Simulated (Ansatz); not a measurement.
Mg5O7H4, a hydroxylated oxide cluster was relaxed with PBE-D4 (def2-SVP) in Ansatz in these states: charge -1 doublet, neutral singlet. The geometries follow in no particular order.

A:

Cartesian coordinates in Å:
```
Mg -0.178 1.434 -0.523
Mg 0.444 0.123 1.921
Mg -0.222 -1.428 -0.329
Mg 2.429 1.253 0.349
Mg 0.722 2.800 1.626
O -0.412 -1.691 1.600
O -0.648 -2.302 -2.158
O 1.170 -0.153 -0.113
O 1.965 1.383 2.251
O -1.347 -0.005 -1.409
O -0.789 1.597 1.370
O 1.315 2.747 -0.268
H -1.133 -2.072 2.125
H 0.020 -2.465 -2.849
H -1.037 -1.363 -2.313
H -2.302 0.142 -1.280
```

B:

Cartesian coordinates in Å:
```
Mg 0.799 -0.361 1.200
Mg -1.158 -1.503 -0.483
Mg -0.442 1.162 -0.869
Mg 1.548 -2.169 -0.788
Mg 0.152 -2.989 1.381
O -2.125 0.189 -1.191
O 0.584 3.007 -1.026
O 0.636 -0.398 -0.901
O -0.151 -3.209 -0.591
O 0.306 1.660 1.066
O -0.928 -1.317 1.496
O 1.897 -2.013 1.181
H -2.990 0.414 -0.806
H 1.463 2.844 -1.428
H 0.705 2.750 -0.024
H -0.297 1.932 1.783
```

Task: Judge from the bond lengths which geometry belongs to which state (an estimate).

Result: A is the neutral singlet (Mg4–Mg5 2.634 Å, Mg4–O8 1.943 Å, Mg5–O11 1.949 Å); B is the charge -1 doublet (Mg4–Mg5 2.707 Å, Mg4–O8 1.995 Å, Mg5–O11 1.993 Å).

At PBE-D4/def2-SVP the highest occupied level of the relaxed charge -1 doublet lies above zero (up to 0.90 eV). By energy differences its removal costs 0.30 eV (each at its own geometry, to the charge 0 singlet, at PBE0-D4/def2-TZVP).
